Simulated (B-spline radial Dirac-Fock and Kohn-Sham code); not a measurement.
## What relativity does to the binding energies of Ta¹⁴⁺

System: tantalum as Ta¹⁴⁺ in the configuration 1s2 2s2 2p6 3s2 3p6 3d10 4s2 4p6 4d10 4f11 5s2.

Both columns are ΔSCF binding energies of the configuration average from an atomic code on a B-spline grid: non-relativistic Hartree-Fock with a point nucleus, and Dirac-Fock with a finite nucleus and the Coulomb interaction alone, averaged over the two j levels with weights 2j+1.

```tsv
shell	Hartree-Fock (eV)	Dirac-Fock (eV)	shift (eV)	shift (%)
1s	62734.0	68066.2	+5332.26	+8.50
2s	10638.3	12049.4	+1411.06	+13.26
2p	10182.2	10650.5	+468.26	+4.60
3s	2694.1	3041.8	+347.69	+12.91
3p	2483.2	2613.4	+130.16	+5.24
3d	2095.1	2079.5	-15.61	-0.75
4s	793.8	881.7	+87.90	+11.07
4p	703.8	735.8	+32.03	+4.55
4d	541.7	539.0	-2.76	-0.51
4f	332.2	323.9	-8.31	-2.50
5s	306.3	327.6	+21.37	+6.98
```

Relativity binds 1s, 2s, 2p, 3s, 3p, 4s, 4p, 5s more strongly, among those listed most of all 2s in relative terms, and 3d, 4d, 4f more weakly, because the contracted s and p shells screen the nucleus better.

Values without a named source are computed, but for edge energies of neutral atoms, which are taken from tables.
